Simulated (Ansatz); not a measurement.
Na8P⁻. Total charge -1; singlet. Geometry PBE0-D4/def2-SVPD; atoms count from 1.

```csv
atom,x (Å),y (Å),z (Å)
P1,0.9439,0.1099,0.5256
Na2,2.5658,-1.0334,2.3184
Na3,1.7089,2.3150,1.8654
Na4,-0.9851,1.0075,-1.2895
Na5,3.2976,0.6073,-0.6739
Na6,-1.4637,0.0032,1.8260
Na7,-1.9771,-1.8541,-3.6989
Na8,-4.4857,0.8448,0.2629
Na9,0.3955,-2.0001,-1.1360
```

The restricted singlet is unstable towards broken spin symmetry in Hartree–Fock (as tested in another run); at PBE0-D4/def2-TZVPD this wasn't settled. The structure comes from a short search, and lower isomers may exist.

(1) Estimate the Mulliken populations from the PBE0/def2-TZVPD orbitals of Ansatz.

(2) And the Mayer bond orders between bonded heavy atoms (over 0.3)?

Answers

(1) 
```tsv
atom	charge (e)
P1	-1.42
Na2	0.14
Na3	0.13
Na4	0.17
Na5	0.13
Na6	0.17
Na7	-0.25
Na8	-0.24
Na9	0.17
```
Mulliken values and Mayer orders depend strongly on the basis. With diffuse functions, as here, like atoms can get unlike values, and bond orders can come out too low or too high.

(2) P1–Na2 0.34 (2.67 Å); P1–Na3 0.33 (2.69 Å); P1–Na5 0.33 (2.69 Å); P1–Na6 0.40 (2.74 Å); P1–Na9 0.40 (2.74 Å); Na3–Na5 0.32 (3.45 Å); Na4–Na7 0.33 (3.87 Å); Na4–Na8 0.34 (3.83 Å); Na6–Na8 0.46 (3.50 Å); Na7–Na9 0.47 (3.50 Å).
